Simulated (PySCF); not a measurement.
Compound: C5H6F3N.
SMILES with atom numbers: `[H]/[N:1]=[C:2]1\[CH2:3][CH2:4][C@H:5]1[C:6]([F:7])([F:8])[F:9]` (hydrogens: H10 on N1; H11, H12 on C3; H13, H14 on C4; H15 on C5)

Method used: PySCF 2.14.0, PBE0-D3(BJ)/def2-SVP geometry optimisation, gas phase.

Task: List the bond lengths, angles and torsions at this level.

Result: 
| bond | length (Å) | order |
| --- | --- | --- |
| N1=C2 | 1.257 | double |
| C2–C3 | 1.520 | single |
| C3–C4 | 1.548 | single |
| C4–C5 | 1.548 | single |
| C5–C6 | 1.506 | single |
| C6–F7 | 1.329 | single |
| C6–F8, C6–F9 | 1.340 | single |
| C2–C5 | 1.524 | single |
| N1–H10 | 1.026 | single |
| C3–H11 | 1.101 | single |
| C3–H12 | 1.101 | single |
| C4–H13 | 1.097 | single |
| C4–H14 | 1.098 | single |
| C5–H15 | 1.101 | single |

Bonds in one row agree within 0.01 Å and their mean is given. Orders are formal, as drawn. A selection of angles:
| angle | degrees |
| --- | --- |
| N1–C2–C3 | 137.9 |
| N1–C2–C5 | 129.8 |
| C3–C2–C5 | 92.4 |
| C2–C3–C4 | 88.7 |
| C3–C4–C5 | 90.4 |
| C4–C5–C6 | 115.8 |
| C2–C5–C4 | 88.5 |
| C2–C5–C6 | 116.0 |
| C5–C6–F7 | 111.9 |
| F7–C6–F8 | 107.8 |
| H10–N1–C2 | 110.4 |

Dihedral angles: N1–C2–C3–C4 -179° (antiperiplanar); C2–C3–C4–C5 0° (synperiplanar); C3–C4–C5–C6 -119° (anticlinal); C4–C5–C6–F7 174° (antiperiplanar); N1–C2–C5–C4 179° (antiperiplanar); H10–N1–C2–C3 -1° (synperiplanar).

The 4-membered ring C2–C3–C4–C5 has internal angles of 88.5° to 92.4°; it is planar, 0.00 Å rms from its mean plane, widest ring torsion 0°. Of the pairs four or more bonds apart, F9···H14 is among the closest relative to their van der Waals radii: 2.65 Å, 99 % of the sum of Bondi's values. The C–C distances run from 1.506 Å (C5–C6, drawn single) to 1.548 Å (C3–C4, drawn single), a spread of 0.042 Å.

Point group: C1 (no symmetry element, even within 0.4 Å). Not checked by PBE0-D3(BJ)/def2-SVP frequencies.
